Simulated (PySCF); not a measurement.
What does the PBE0-D3(BJ)/def2-SVP structure of InChI=1S/C9H19B/c1-9(2,3)8-6-4-5-7-10-8/h8,10H,4-7H2,1-3H3/t8-/m1/s1 look like in three dimensions?

```xyz
29
C9H19B angstrom
C     -2.0722   -1.0601   -0.0945
C     -1.3696    0.2978   -0.0157
C     -1.3547    0.7718    1.4417
C     -2.1738    1.2950   -0.8566
C      0.0907    0.1691   -0.5389
B      1.0293   -0.7841    0.2895
C      2.5839   -0.6106    0.2540
C      3.0831    0.7653   -0.1821
C      2.2318    1.3395   -1.3071
C      0.7678    1.4984   -0.9084
H     -3.1094   -0.9808    0.2679
H     -2.1083   -1.4252   -1.1340
H     -1.5619   -1.8209    0.5113
H     -0.8412    0.0423    2.0893
H     -0.8419    1.7409    1.5472
H     -2.3786    0.8969    1.8287
H     -1.7886    2.3213   -0.7656
H     -2.1591    1.0209   -1.9241
H     -3.2259    1.3094   -0.5302
H      0.0302   -0.4242   -1.4845
H      0.5735   -1.7473    0.8711
H      3.0571   -0.9590    1.1874
H      2.8849   -1.3794   -0.4932
H      4.1431    0.7280   -0.4839
H      3.0405    1.4564    0.6788
H      2.6345    2.3151   -1.6253
H      2.3000    0.6794   -2.1925
H      0.7119    2.1918   -0.0494
H      0.2236    1.9941   -1.7278
```

Orientation and origin are arbitrary. Atoms count from 1 in this order. B6 (three-coordinate boron) is planar (angles 120.9°, 120.6° and 118.2°, sum 359.6°, 0.05 Å off the plane of its three neighbours). The 8 C–C bonds span 1.523 Å (C8–C9, drawn single) to 1.556 Å (C2–C5, drawn single), a spread of 0.033 Å. The 6-membered ring C5–B6–C7–C8–C9–C10 has internal angles of 111.6° to 120.9°; it is puckered, 0.20 Å rms from its mean plane, widest ring torsion 61°. Of the pairs four or more bonds apart, H13···H21 is among the closest relative to their van der Waals radii: 2.17 Å, 90 % of the sum of Bondi's values.

Bonds between heavy atoms (Å): C1–C2 1.531, C2–C3 1.533, C2–C4 1.532, C2–C5 1.556, C5–B6 1.574, B6–C7 1.565, C7–C8 1.527, C8–C9 1.523, C9–C10 1.526, C5–C10 1.537.

Method: PBE0-D3(BJ)/def2-SVP geometry optimisation, gas phase in PySCF.

Point group: C1 (no symmetry element, even within 0.4 Å). No PBE0-D3(BJ)/def2-SVP frequencies stand behind this structure, so it isn't proved a minimum. The numbers are those of one conformer (C2–C5–B6–C7 -156°, C5–B6–C7–C8 21°, B6–C7–C8–C9 -39°, C7–C8–C9–C10 60°).
